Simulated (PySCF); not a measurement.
Working out the excitation energy of Mg

Mg [Ne] 3s2 (1S) → Mg [Ne] 3s1 3p1 (3P). All numbers are calculated (PySCF 2.14, scalar relativity by spin-free X2C-1e, in ANO-RCC-VTZP). Frozen: 1s2. Energies in hartree (1 hartree = 27.21139 eV):

| part | Mg (lower) | Mg (upper) |
| --- | --- | --- |
| UHF | -199.920104 | -199.853399 |
| MP2 opposite-spin | -0.193763 | -0.171012 |
| MP2 same-spin | -0.067247 | -0.067113 |

Question: What does Hartree-Fock give?

Answer: (-199.853399) − (-199.920104) = 0.066705 hartree = 1.815 eV.

Question: What do MP2 and SCS-MP2 (6/5 opposite-spin, 1/3 same-spin) give?

Answer: The opposite-spin parts differ by 0.619 eV and the same-spin parts by 0.004 eV. MP2: 1.815 + (0.619) + (0.004) = 2.438 eV. SCS-MP2: 1.815 + 1.2 × (0.619) + (0.004)/3 = 2.559 eV.

Measured between the centres of the two terms (NIST): 2.714 eV, so MP2 (valence and next inner shell) is off by -0.276 eV.

What remains against the reference includes basis incompleteness, the frozen core and correlation beyond second order.
